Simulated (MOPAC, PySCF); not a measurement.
C2H3B, SMILES `BC#C`, neutral singlet in the gas phase. 

Cartesian coordinates (Å):
SMILES: BC#C
```xyz
6

B     -1.1258    -0.1248    -0.0245
C      0.3652     0.0401     0.0083
C      1.5671     0.1735     0.0344
H     -1.7252    -0.3158     0.9896
H     -1.7074    -0.0642    -1.0649
H      2.6262     0.2912     0.0572
```
Charge 0, multiplicity 1.

All levels are single points at this geometry (PBE0-D3(BJ)/def2-TZVP); Pople sets use spherical d functions. Orbital energies aren't observables, and empty levels follow the basis.

B3LYP/6-311+G** in PySCF gives dipole (D) = 0.98.

Task: Estimate the dipole (D) from each of these levels: PBE0-D3(BJ)/def2-TZVP in PySCF; ωB97X-D3(BJ)/def2-TZVP in PySCF; B3LYP/3-21G in PySCF; M06-2X/6-31G* in PySCF; PBE/6-31G* in PySCF; HF/6-31G* in PySCF; PM3 in MOPAC; PM6 in MOPAC.

Result: 
```csv
level,dipole (D)
PBE0-D3(BJ)/def2-TZVP in PySCF,0.99
ωB97X-D3(BJ)/def2-TZVP in PySCF,0.91
B3LYP/3-21G in PySCF,1.16
M06-2X/6-31G* in PySCF,1.00
PBE/6-31G* in PySCF,1.23
HF/6-31G* in PySCF,0.96
PM3 in MOPAC,1.24
PM6 in MOPAC,0.21
```
